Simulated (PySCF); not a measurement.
# Converging GaCl in the basis (PBE)

PySCF, UKS reference; singlet, unpaired electrons none; De to Ga + Cl without counterpoise correction.

```csv
basis,relativity,functions,Re (Å),ωe (cm⁻¹),De (eV),μ (D)
cc-pVDZ-PP/cc-pV(D+d)Z,scalar-relativistic core potentials,46,2.266,346,4.87,-2.59
def2-TZVPP,no relativity,90,2.235,354,4.97,-2.34
def2-TZVPPD,no relativity,105,2.237,350,4.97,-2.45
```

Task: How does each smaller set differ from the one with most functions, def2-TZVPPD?

Result: cc-pVDZ-PP/cc-pV(D+d)Z: +2.9 pm, -1.1 % in ωe, -0.10 eV in De; def2-TZVPP: -0.2 pm, +1.1 % in ωe, +0.00 eV in De. All at PBE; the set with most functions is neither the basis-set limit nor always the best. The rows treat relativity differently, so the differences are not basis effects alone.

A positive dipole means Ga(−)Cl(+).
